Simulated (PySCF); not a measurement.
# SiCl₄: adding exact exchange

Base calculation in PySCF with density fitting and no spin–orbit coupling, PBE/def2-TZVP (no relativity): singlet, Td, Si–Cl 2.040 Å (×4); wavenumbers 138 (×2), 210 (×3), 402, 598 (×3) cm⁻¹; gap between the highest occupied and lowest empty levels 6.27 eV, polar-tensor charge of Si 1.94 e, atomisation energy (no zero-point energy) 1621 kJ/mol.

**Question.** What changes on going to PBE0/def2-TZVP (no relativity)?

**Answer.** The point group stays the same. Changes: mean bond to Si -0.018 Å, highest wavenumber +26 cm⁻¹, lowest wavenumber +6 cm⁻¹, gap between the highest occupied and lowest empty levels +2.70 eV, polar-tensor charge of Si +0.08 e, atomisation energy (no zero-point energy) -18 kJ/mol. The new structure has Si–Cl 2.022 Å (×4), with wavenumbers 144 (×2), 219 (×3), 423, 624 (×3) cm⁻¹. Exact exchange shortens and stiffens the bonds and opens the gap, the usual pattern.

Only the bonding shown was studied: isomers, or loss of a ligand pair, can lie lower.
